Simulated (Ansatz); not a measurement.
`CO[SiH2][SiH2]Cl` + `[CH3][SnH3]` → `[CH3][SnH2][SiH2]Cl` + `CO[SiH3]`  (formal exchange of groups at the Si–Si bond)

Calculated with Ansatz (gas phase, PBE0-D4/def2-TZVP geometries, no zero-point term in ΔE). CCSD(T)/CBS adds triple-zeta CCSD(T) − MP2 to the extrapolated MP2 energy (def2 sets, frozen cores). Functionals use def2-TZVPP. Elements past krypton have def2 core potentials. For Sn outer-core shells are correlated without core-valence functions, which leaves a few kJ/mol of doubt a bond. Each species was taken in one conformer, which may not be the lowest.

```tsv
species	PBE0-D4 energy (Eh)
`CO[SiH2][SiH2]Cl`	-1156.35933
`[CH3][SnH3]`	-255.95658
`[CH3][SnH2][SiH2]Cl`	-1006.07373
`CO[SiH3]`	-406.25239
```

(1) Work out ΔE.

Largest T1 diagnostic among the species: 0.012.

Results:

(1) ΔE = (-1006.07373) + (-406.25239) − (-1156.35933) − (-255.95658) = -0.01021 Eh = -0.28 eV. CCSD(T)/CBS gives -0.35 eV.
